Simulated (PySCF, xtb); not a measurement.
C5H7F, SMILES F[C@H]1C=CCC1.

GFN2-xTB (xtb) at its own geometry gives an orbital gap of 5.11 eV and a dipole moment of 2.65 D.

Coordinates come from a PBE-D3(BJ)/def2-SVP optimisation. The structure was generated by enumeration; whether it is a known compound was not checked. Other conformers were not sampled.

### Question
What does PBE0/def2-TZVP in PySCF give? (The exact figures need the calculation; the answer reports its results.)

### Answer
gap 7.37 eV (levels -7.41 and -0.04 eV), dipole 2.16 D.
